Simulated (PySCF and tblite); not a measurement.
Values are calculated unless marked as measured or tabulated.
# Conformers and averaged properties: C8H14, numbered as in [CH3:1]/[CH:2]=[CH:3]/[CH2:4][CH2:5]/[CH:6]=[CH:7]/[CH3:8]

Conformers came from 200 starts (ETKDG and KDG, MMFF94s, GFN2-xTB); geometries are GFN2-xTB. Energies: PBE0-D3(BJ)/pcSseg-1, with GFN2-xTB thermal terms (modes under about 100 cm⁻¹ blended into free rotors). Symmetry numbers and mirror images are counted. Conformers within 2.5 kcal/mol (GFN2-xTB free energy) were kept, 7 at most. GIAO shieldings: PBE0/pcSseg-1. Shifts are against TMS (¹H), TMS (¹³C) at the same level. Codes: tblite and PySCF.

Torsions listed: C2–C3–C4–C5, C3–C4–C5–C6, C4–C5–C6–C7. Of a mirror pair one member is shown.

| conformer | shape | symmetry | E(GFN2) kcal/mol | E(DFT) kcal/mol | G(298.15 K) kcal/mol | weight % | dipole D |
| --- | --- | --- | --- | --- | --- | --- | --- |
| 1 | -122°, -65°, 119° | C1 (pair) | 0.05 | 0.00 | 0.00 | 34.9 | 0.15 |
| 2 | -117°, -179°, 0° | C1 (pair) | 1.00 | 0.43 | 0.50 | 15.0 | 0.10 |
| 3 | 118°, 178°, 117° | C2 (pair) | 0.11 | 0.17 | 0.54 | 13.9 | 0.13 |
| 4 | -119°, 61°, -119° | C2 (pair) | 0.00 | 0.24 | 0.61 | 12.5 | 0.20 |
| 5 | -117°, 180°, 117° | Ci | 0.12 | 0.25 | 0.66 | 11.4 | 0.00 |
| 6 | -3°, -67°, 134° | C1 (pair) | 1.24 | 0.85 | 1.02 | 6.3 | 0.11 |
| 7 | 108°, 63°, 108° | C2 (pair) | 0.65 | 0.65 | 1.05 | 6.0 | 0.04 |

Weights (%) against temperature:

| T (K) | 1 | 2 | 3 | 4 | 5 | 6 | 7 | S(mix) cal/mol/K |
| --- | --- | --- | --- | --- | --- | --- | --- | --- |
| 250 | 37.6 | 14.0 | 14.4 | 12.5 | 11.5 | 5.0 | 5.0 | 4.66 |
| 298.15 | 34.9 | 15.0 | 13.9 | 12.5 | 11.4 | 6.3 | 6.0 | 4.75 |
| 350 | 32.8 | 15.9 | 13.5 | 12.5 | 11.3 | 7.4 | 6.7 | 4.82 |

Averaged shifts at 298.15 K. ¹H: 5.77 (H3/H6, 2H), 5.74 (H2/H7, 2H), 2.08 (H4/H5, 4H), 1.81 (H1/H8, 6H) ppm. ¹³C: 139.3 (C3/C6), 133.4 (C2/C7), 38.5 (C4/C5), 22.2 (C1/C8) ppm.

Coordinates of conformer 1 (Å):

```xyz
22

C    -3.280   -1.103    0.332
C    -2.543    0.108   -0.140
C    -1.308    0.422    0.212
C    -0.568    1.631   -0.265
C     0.735    1.239   -0.982
C     1.705    0.590   -0.048
C     2.174   -0.639   -0.178
C     3.139   -1.286    0.760
H    -4.179   -0.810    0.874
H    -3.590   -1.710   -0.518
H    -2.656   -1.707    0.986
H    -3.095    0.754   -0.811
H    -0.752   -0.224    0.880
H    -1.198    2.208   -0.944
H    -0.320    2.265    0.592
H     0.504    0.565   -1.809
H     1.188    2.146   -1.396
H     2.015    1.200    0.793
H     1.860   -1.250   -1.016
H     2.708   -2.196    1.176
H     4.050   -1.567    0.230
H     3.401   -0.616    1.575
```

Shifts are unscaled: against experiment ¹³C can be off by 15 ppm or more and ¹H by 0.8 ppm. For its torsions the set is small; conformers may be missing.

Search and properties took 4 min on 1 thread of Arm Neoverse V1 (shared host) (rough), launched as `OMP_NUM_THREADS=1 python ens_run.py task.json out`.
